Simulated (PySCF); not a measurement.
An unknown shows these calculated signals:

1H NMR (400 MHz, computed): δ 7.32 (s, 1H), 4.13 (q, 2H), 2.50 (q, 2H), 2.30 (s, 3H), 1.29 (t, 3H), 1.08 (t, 3H).

13C{1H} NMR (computed): δ 141.5 (CH), 135.8 (C), 127.3 (C), 47.0 (CH2), 22.3 (CH2), 21.3 (CH3), 18.5 (CH3), 10.6 (CH3).

Non-relativistic, gas phase, one averaged value for each set of equivalent atoms, one computed conformer. Coordinates at the GFN2-xTB level; shieldings: GIAO PBE0/pcSseg-1; PySCF.

Shifts are taken against calculated references (same method and geometry level): 1H (31.72 ppm), 13C (186.93 ppm) against TMS.

Q: Which of these does the molecule contain: a benzene ring, an S-methyl group, a CH3CH2 unit, a heteroaromatic ring, a C≡C triple bond?

A: 
- A benzene ring: no.
- An S-methyl group: no.
- A CH3CH2 unit: yes (δC 21.3, 22.3; δH 1.08 (t), 2.50 (q)).
- A heteroaromatic ring: yes.
- A C≡C triple bond: no.

The data belong to `CCc1cnn(CC)c1C`, C8H14N2; they needn't prove each group on their own.

Carbon signals by region: 3 in the sp2 and nitrile region (100–160 ppm), 5 below 50 ppm.

Shifts are as computed. Against solution values, carbons near 30 ppm lie about +3 ppm off and those near 130 ppm about +5 ppm. Of 1211 compounds with measured shifts, 218 miss one by over three times the rms of a fit or turn the order of signals round; such compounds aren't used in these exercises. No couplings were computed; multiplicities are counted from neighbouring protons, with m where these are inequivalent, close in shift, in a saturated or five-membered ring or joined by F or P, and br s for small geminal =CH2 splittings.
